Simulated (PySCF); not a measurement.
# Working with the constants of WBr⁻

UHF-MP2 constants of WBr⁻, ⁷Σ⁺ (septet), unpaired electrons σ ↑↑, π ↑↑, δ ↑↑ (W def2-TZVPPD with ECP60, Br def2-TZVPPD; scalar-relativistic core potentials (PySCF 2.14); masses 183.9509 and 78.9183 u):

- ωe: 173.1 cm⁻¹
- ωexe: 0.768 cm⁻¹
- Be: 0.045491 cm⁻¹
- αe: 0.000226 cm⁻¹
- D (centrifugal): 1.26e-08 cm⁻¹

(1) Give the vibrational terms G(v) and spacings up to v = 6.

A state of this spin cannot dissociate to the ground-state fragments, so its own limit lies higher than the one that De refers to.

Correlated steps freeze 9 core orbitals. De is left out where the level can put another filling of the metal’s s and d shells below the measured ground configuration, by anything from nothing to about 1 eV. These are scalar-relativistic numbers at best; spin–orbit coupling would shift them, the dissociation energy most. With d or f electrons several states lie close, and the lowest PBE0 determinant need not be the measured ground state.

Answers

(1) G(v) = ωe(v+½) − ωexe(v+½)².

| v | G(v) (cm⁻¹) | G(v) − G(v−1) | Bv (cm⁻¹) |
| --- | --- | --- | --- |
| 0 | 86.4 |  | 0.04538 |
| 1 | 257.9 | 171.6 | 0.04515 |
| 2 | 427.9 | 170.0 | 0.04493 |
| 3 | 596.4 | 168.5 | 0.04470 |
| 4 | 763.4 | 167.0 | 0.04447 |
| 5 | 928.8 | 165.4 | 0.04425 |
| 6 | 1092.7 | 163.9 | 0.04402 |
